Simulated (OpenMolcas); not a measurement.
## Au: effect of the level shift or regulariser

```json
{
  "Program": "OpenMolcas 26.06",
  "Basis": "ANO-RCC-VDZP [7s6p4d2f]",
  "Scalar Hamiltonian": "DKH2, point nucleus",
  "Active space": "11 electrons in 6 orbitals (5d 6s)",
  "State averaging": "2S+1 = 2 even, 6 roots",
  "Spin-orbit coupling": "RASSI with atomic mean-field integrals over the reference wave functions, term energies averaged over their components"
}
```

Methods on the same reference wave functions:
A. CASSCF
B. SS-CASPT2, IPEA 0.25 Eh, imaginary shift 0.1 Eh (closed shells correlated: 5s 5p)
C. SS-CASPT2, IPEA 0.25 Eh, imaginary shift 0.3 Eh (closed shells correlated: 5s 5p)

Energies in cm-1 above 5d10 6s 2S 1/2, the measured ground level; measured values from NIST Handbook of Basic Atomic Spectroscopic Data.

```csv
Level,A,B,C,Measured
5d10 6s 2S 1/2,0.0,0.0,0.0,0.0
5d9 6s2 2D 5/2,6141,7440,7410,9161
5d9 6s2 2D 3/2,18533,19830,19810,21435
```

Deviations, from unrounded energies. A percentage is the sum of absolute deviations over the sum of measured energies, with the sign that they share, or ± where signs differ.

```tsv
Against measurement	Levels	A	B	C
mean absolute deviation (cm-1)	2	3000	1700	1700
other configurations (%)	2	-19.4	-10.9	-11.0
```

B, C lie about equally close to measurement and A furthest from it. The largest miss of B in the table is 5d9 6s2 2D 5/2, by -1700 cm-1. The ranking rests on the paired levels alone, and a cruder setting can come out closer through cancelling errors.

Between B and C the level of the table that moves most is 5d9 6s2 2D 5/2, by 25 cm-1 (lowest in C, highest in B). Moves below CASPT2's spread within the term are not significant.

The mean deviations of B to C differ by less than CASPT2's widest spread within a term (380 cm-1), so their order carries little weight.

The lowest spin-free term lies below A's lowest term by 0.429 hartree in B, 0.429 hartree in C.

Term energies are means over components that CASPT2 splits; among the terms shown or strongly mixed into the levels shown the widest spread is 380 cm-1 (5d9 6s2 2D, B). A single d shell beside an s shell can misplace configurations of different d count against each other. Without dynamic correlation excited terms often stand tens of per cent too high (terms of higher spin than the ground term too low), and those without a measured partner can miss by more than the paired ones (holds for A). Measured partners are found by configuration, term and J. A level has none where our copy of the source lacks it or the pairing is in doubt (some pairs that miss far off the trend of their configuration count as doubtful), and it then counts in no deviation. Levels of configurations outside the active space are missing.
